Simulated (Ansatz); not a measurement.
Consider the redistribution: `C=C(F)[SiH2][SeH]` + `[AlH2][CH2][SiH3]` → `C=C(F)[SiH2][AlH2]` + `[SiH3]C[SeH]`.

Isolated molecules relaxed with PBE0-D4/def2-TZVP in Ansatz; ΔE leaves out vibrations. CBS: MP2 limit from def2 TZ/QZ plus the TZ coupled-cluster correction, frozen cores. DFT in def2-TZVPP. For Se outer-core shells are correlated without core-valence functions, which leaves a few kJ/mol of doubt a bond. Scalar relativity is left out up to krypton. One conformer a species, not always the lowest.

`C=C(F)[SiH2][SeH]`:

Cartesian coordinates in Å:
```
C 0.978 0.084 1.504
C 0.806 -0.306 0.250
F 1.491 -1.371 -0.214
Si -0.349 0.506 -0.983
Se -1.957 -0.920 -1.723
H 1.660 -0.428 2.173
H 0.429 0.938 1.878
H -0.919 1.692 -0.299
H 0.389 0.893 -2.209
H -2.527 -1.089 -0.380
```

`[AlH2][CH2][SiH3]`:

Z-matrix (Å, degrees):
```
C
Si 1 1.866
Al 1 1.948 2 113.8
H 1 1.096 2 107.7 3 121.8
H 1 1.096 2 107.7 3 -121.7
H 2 1.489 1 112.7 3 180.0
H 2 1.490 1 110.3 3 59.2
H 2 1.490 1 110.3 3 -59.3
H 3 1.587 1 119.9 2 89.7
H 3 1.587 1 119.9 2 -89.6
```

`C=C(F)[SiH2][AlH2]`:

Cartesian coordinates in Å:
```
C 1.853 0.135 -0.343
C 1.119 -0.779 0.276
F 1.743 -1.863 0.796
Si -0.748 -0.755 0.531
Al -1.765 1.254 -0.450
H 1.381 1.011 -0.767
H 2.928 0.028 -0.437
H -1.305 -2.004 -0.066
H -1.008 -0.846 1.998
H -0.865 2.336 -1.189
H -3.333 1.483 -0.350
```

`[SiH3]C[SeH]`:

Cartesian coordinates in Å:
```
Si 0.062 1.055 0.260
C -0.460 -0.520 -0.612
Se -0.025 -2.100 0.457
H -0.669 1.184 1.545
H -0.226 2.243 -0.592
H 1.524 1.005 0.527
H -1.546 -0.546 -0.719
H -0.022 -0.618 -1.605
H 1.362 -1.703 0.738
```

```json
{"level": "PBE-D4", "ΔE (eV)": "1.14"}
{"level": "B2PLYP", "ΔE (eV)": "1.27"}
{"level": "CCSD(T)/def2-TZVPP", "ΔE (eV)": "1.21"}
{"level": "MP2/def2-QZVPP", "ΔE (eV)": "1.36"}
```

What does CCSD(T)/CBS give? (Best estimate.)

Computed: +1.25 eV. The listed levels differ from it by -0.11, 0.02, -0.04, 0.11 eV.

Largest T1 diagnostic among the species: 0.013.

From PBE to PBE0 (25 % exact exchange), in def2-TZVPP and without D4, ΔE moves by +0.06 eV.
